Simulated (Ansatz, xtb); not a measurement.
## Two isomers of C4H4FNOS

Structure I is `COc1ncc(F)s1`, a singlet and structure II is `COc1csc(F)n1`, a singlet. Both are isolated molecules in the gas phase, relaxed with B3LYP-D3(BJ)/def2-SVP; the shapes shown needn't be the lowest conformers.

I (Å):

```yaml
atoms:
  - { symbol: C, position_ang: [-0.7918, 1.5874, 0.2208] }
  - { symbol: C, position_ang: [0.2073, 0.6727, -1.6825] }
  - { symbol: C, position_ang: [-0.2950, 0.9990, -3.8061] }
  - { symbol: C, position_ang: [0.7376, 0.1317, -3.9732] }
  - { symbol: F, position_ang: [1.2378, -0.3342, -5.1084] }
  - { symbol: N, position_ang: [-0.5849, 1.2976, -2.4882] }
  - { symbol: O, position_ang: [0.1996, 0.7367, -0.3548] }
  - { symbol: S, position_ang: [1.4207, -0.3704, -2.4305] }
  - { symbol: H, position_ang: [-0.6597, 2.6248, -0.1229] }
  - { symbol: H, position_ang: [-1.8016, 1.2531, -0.0626] }
  - { symbol: H, position_ang: [-0.6536, 1.5201, 1.3066] }
  - { symbol: H, position_ang: [-0.8686, 1.4415, -4.6206] }
```

II (Å):

```yaml
atoms:
  - { symbol: C, position_ang: [0.9680, 1.1828, -0.1512] }
  - { symbol: C, position_ang: [0.1289, -0.3858, -1.7060] }
  - { symbol: C, position_ang: [-0.4539, -1.5673, -2.0985] }
  - { symbol: C, position_ang: [0.1660, -0.0294, -3.8544] }
  - { symbol: F, position_ang: [0.3826, 0.5772, -5.0052] }
  - { symbol: N, position_ang: [0.4768, 0.4805, -2.7155] }
  - { symbol: O, position_ang: [0.3559, -0.0703, -0.4242] }
  - { symbol: S, position_ang: [-0.5761, -1.6007, -3.8385] }
  - { symbol: H, position_ang: [1.9633, 1.2531, -0.6182] }
  - { symbol: H, position_ang: [1.0625, 1.2419, 0.9406] }
  - { symbol: H, position_ang: [0.3527, 2.0186, -0.5204] }
  - { symbol: H, position_ang: [-0.8021, -2.3863, -1.4755] }
```

Question: Estimate which is lower in electronic energy at CCSD(T)/def2-SVP + ΔMP2/def2-TZVPP, and by roughly how much.

Answer: The CCSD(T)/def2-SVP + ΔMP2/def2-TZVPP calculation puts structure II lower, by 18.2 kJ/mol.

The same difference at several levels:

```
                             level               geometry  E(II) − E(I) (kJ/mol)  departure from the last row (kJ/mol)  job, with rough time for the two
                          GFN2-xTB               GFN2-xTB                    +1.3                                 +19.5              optimisation, 0.41 s
                         HF/STO-3G               GFN2-xTB                    −0.4                                 +17.8               single point, 2.3 s
                r2SCAN-D4/def2-SVP               GFN2-xTB                   −18.7                                  −0.5                single point, 12 s
             B3LYP-D3(BJ)/def2-SVP  B3LYP-D3(BJ)/def2-SVP                   −16.3                                  +2.0             optimisation, 1.9 min
                       HF/def2-SVP  B3LYP-D3(BJ)/def2-SVP                   −18.4                                  −0.2           part of the CCSD(T) run
                      MP2/def2-SVP  B3LYP-D3(BJ)/def2-SVP                   −18.2                                   0.0           part of the CCSD(T) run
                  CCSD(T)/def2-SVP  B3LYP-D3(BJ)/def2-SVP                   −16.2                                  +2.1                      single point
CCSD(T)/def2-SVP + ΔMP2/def2-TZVPP  B3LYP-D3(BJ)/def2-SVP                   −18.2                                                   single point, 3.8 min
```

As drawn, both hold the same kinds of bond in the same numbers.

GFN2-xTB, HF/STO-3G find them nearly level. The largest departure from CCSD(T)/def2-SVP + ΔMP2/def2-TZVPP is that of GFN2-xTB, 19.5 kJ/mol. The last row adds to CCSD(T) the change of the MP2 difference between the two basis sets, here −2.1 kJ/mol.

With thermal terms from frequencies at re-optimised GFN2-xTB minima (ideal gas, soft modes damped towards free rotors, one conformer each, 298.15 K, 1 atm): on the last row, ΔE + ΔZPE = −18.1, ΔH = −18.4, ΔG = −17.9 kJ/mol.

The correlated steps freeze 12 core orbitals. Codes used: Ansatz 0.2.0, xtb 6.7.1; the last row on 2 threads of Intel(R) Xeon(R) Processor @ 2.50GHz (Skylake/Cascade Lake) on a shared host.
